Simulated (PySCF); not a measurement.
CaSi: energy against distance

Set-up: basis Ca def2-SVP, Si def2-SVP; no relativity; PySCF 2.14. Energies in eV from Ca + Si in their ground configurations at the same level. State: Ms = 1 determinant of mixed spin (⟨S²⟩ near 2.5), unpaired electrons π ↑↑.

All columns are PBE0. A positive dipole means Ca(−)Si(+).

```json
{"R (Å)": "2.404", "E (eV)": "-1.079", "μ (D)": "-3.86", "Mulliken charge on Ca (basis-dependent)": "0.25", "HOMO (eV)": "-4.21", "LUMO (eV)": "-1.99", "Mayer bond order": "1.57", "⟨S²⟩": "2.49"}
{"R (Å)": "2.515", "E (eV)": "-1.375", "μ (D)": "-4.10", "Mulliken charge on Ca (basis-dependent)": "0.24", "HOMO (eV)": "-4.30", "LUMO (eV)": "-2.05", "Mayer bond order": "1.53", "⟨S²⟩": "2.50"}
{"R (Å)": "2.627", "E (eV)": "-1.539", "μ (D)": "-4.31", "Mulliken charge on Ca (basis-dependent)": "0.24", "HOMO (eV)": "-4.40", "LUMO (eV)": "-2.11", "Mayer bond order": "1.47", "⟨S²⟩": "2.51"}
{"R (Å)": "2.711", "E (eV)": "-1.596", "μ (D)": "-4.46", "Mulliken charge on Ca (basis-dependent)": "0.24", "HOMO (eV)": "-4.46", "LUMO (eV)": "-2.16", "Mayer bond order": "1.42", "⟨S²⟩": "2.52"}
{"R (Å)": "2.795", "E (eV)": "-1.612", "μ (D)": "-4.60", "Mulliken charge on Ca (basis-dependent)": "0.25", "HOMO (eV)": "-4.53", "LUMO (eV)": "-2.21", "Mayer bond order": "1.37", "⟨S²⟩": "2.53"}
{"R (Å)": "2.879", "E (eV)": "-1.596", "μ (D)": "-4.75", "Mulliken charge on Ca (basis-dependent)": "0.26", "HOMO (eV)": "-4.59", "LUMO (eV)": "-2.26", "Mayer bond order": "1.32", "⟨S²⟩": "2.54"}
{"R (Å)": "2.991", "E (eV)": "-1.538", "μ (D)": "-4.94", "Mulliken charge on Ca (basis-dependent)": "0.27", "HOMO (eV)": "-4.66", "LUMO (eV)": "-2.33", "Mayer bond order": "1.25", "⟨S²⟩": "2.54"}
{"R (Å)": "3.130", "E (eV)": "-1.429", "μ (D)": "-5.17", "Mulliken charge on Ca (basis-dependent)": "0.28", "HOMO (eV)": "-4.63", "LUMO (eV)": "-2.41", "Mayer bond order": "1.16", "⟨S²⟩": "2.54"}
{"R (Å)": "3.298", "E (eV)": "-1.268", "μ (D)": "-5.42", "Mulliken charge on Ca (basis-dependent)": "0.29", "HOMO (eV)": "-4.54", "LUMO (eV)": "-2.50", "Mayer bond order": "1.06", "⟨S²⟩": "2.52"}
{"R (Å)": "3.522", "E (eV)": "-1.039", "μ (D)": "-5.64", "Mulliken charge on Ca (basis-dependent)": "0.29", "HOMO (eV)": "-4.45", "LUMO (eV)": "-2.61", "Mayer bond order": "0.93", "⟨S²⟩": "2.47"}
```

A fit through these points gives, at Re = 2.791 Å, μ = -4.60 D and dμ/dR = -1.72 D/Å; the reduced mass is 16.46 u.

Q: How strong is the fundamental in the double-harmonic approximation, I = 42.26·(dμ/dR)²/μred km/mol?

A: I = 42.26·(-1.72)²/16.46 = 7.60 km/mol at PBE0.

The state is the lowest determinant that a PBE0 search found; another state may lie lower at other levels.
